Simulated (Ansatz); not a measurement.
Program: Ansatz. Geometries: PBE0-D4/def2-TZVP. ΔE: electronic, gas phase. CCSD(T)/CBS is the MP2 limit (def2-TZVPP, def2-QZVPP) plus CCSD(T) − MP2 in def2-TZVPP, frozen cores. This one scheme is used for every species. Functionals use def2-TZVPP. For Br, Ga outer-core shells are correlated without core-valence functions, which leaves a few kJ/mol of doubt a bond. Scalar relativity is left out up to krypton. One conformer a species, not always the lowest.

`[SiH3]P[SiH3]` + `[OH][Ga]([Br])[Br]` → `[SiH3][O][Ga]([Br])[Br]` + `[SiH3]P`  (cleavage of the Si–P bond)

`[SiH3]P[SiH3]`:

Cartesian coordinates in Å:
```
Si -1.602 0.335 -0.368
P 0.117 -0.979 -0.984
Si 1.484 -0.364 0.695
H -2.605 0.354 -1.465
H -1.201 1.733 -0.056
H -2.215 -0.272 0.842
H 0.649 -0.042 -1.912
H 2.848 -0.883 0.415
H 0.969 -0.992 1.940
H 1.557 1.109 0.893
```

`[OH][Ga]([Br])[Br]`:

```xyz
5

O    -1.090    0.143    0.929
Ga    0.245    0.179   -0.229
Br    1.233   -1.753   -0.897
Br    0.927    2.179   -1.013
H    -1.315   -0.748    1.211
```

`[SiH3][O][Ga]([Br])[Br]`:

Z-matrix (Å, degrees):
```
Si
O 1 1.642
H 1 1.488 2 111.0
H 1 1.487 2 110.1 3 120.5
H 1 1.484 2 108.0 3 -120.0
Ga 2 1.757 1 138.0 3 -34.9
Br 6 2.263 2 119.8 1 0.2
Br 6 2.254 2 118.3 1 -179.8
```

`[SiH3]P`:

```xyz
7

Si    0.205   -0.521    0.597
P    -0.959    0.968   -0.632
H    -0.610   -1.758    0.713
H     0.402    0.056    1.952
H     1.532   -0.870    0.024
H    -0.720    0.287   -1.856
H     0.150    1.839   -0.799
```

```
         level  ΔE (kJ/mol)
         BHLYP        -84.7
   HF/def2-SVP        -93.7
MP2/def2-QZVPP        -71.0
CCSD/CBS(def2)        -74.4
```

**Question.** What does CCSD(T)/CBS give? (An estimate is asked.)

**Answer.** The calculation gave: -69.7 kJ/mol. The listed levels differ from it by -15.0, -24.0, -1.3, -4.7 kJ/mol.

Largest T1 diagnostic among the species: 0.013.

Leaving LDA and LC-ωPBE aside and taking each functional with its dispersion term where it has one, the values, not all of them listed here, spread over 37.6 kJ/mol, from BHLYP-D4 to revPBE-D4. At CCSD(T), def2-SVP lies −3.9 kJ/mol from the extrapolated value and def2-TZVPP −3.3 kJ/mol.
